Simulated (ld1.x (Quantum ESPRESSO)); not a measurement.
## An all-electron radial function and its pseudo partner (La (Z = 57))

Columns: radius, all-electron u(r) and pseudo u(r) of the 4f shell (level -4.58 eV) of lanthanum in the configuration [Kr] 4d10 4f0 5s2 5p6 5d1 6s2 6p0; LDA (PZ), scalar-relativistic, TM scheme, ld1.x (Quantum ESPRESSO) 7.5.

```
r (bohr)  all-electron  pseudo
   0.182        0.1692  0.0632
   0.365        0.5835  0.5089
   0.548        0.8445  0.8921
   0.730        0.9181  0.9314
   0.912        0.8871  0.8871
   1.095        0.8107  0.8107
   1.277        0.7208  0.7208
   1.460        0.6309  0.6309
   1.642        0.5479  0.5479
   1.825        0.4734  0.4734
   2.007        0.4085  0.4085
   2.190        0.3520  0.3520
   2.372        0.3039  0.3039
   2.555        0.2624  0.2624
   2.738        0.2270  0.2270
   2.920        0.1970  0.1970
   3.102        0.1713  0.1713
   3.285        0.1493  0.1493
   3.468        0.1303  0.1303
   3.650        0.1141  0.1141
   3.832        0.1001  0.1001
   4.015        0.0879  0.0879
   4.198        0.0773  0.0773
   4.380        0.0682  0.0682
   4.562        0.0601  0.0601
   4.745        0.0531  0.0531
```

(1) How many radial nodes do the two functions have?

(2) At about which radius was the pseudo-wave matched?

(3) Where does each function peak?

(4) Is the pseudo-wave norm-conserving?

Results:

(1) The all-electron 4f function has n − l − 1 = 0; the pseudo-wave has 0.

(2) 0.95 bohr, where the columns begin to agree (steps of 0.18 bohr).

(3) Outermost all-electron maximum near 0.73 bohr, pseudo maximum near 0.73 bohr (to the table’s step).

(4) Yes: the TM scheme keeps the norm inside the radius equal to the all-electron one, which fixes the energy derivative of the logarithmic derivative at the level.
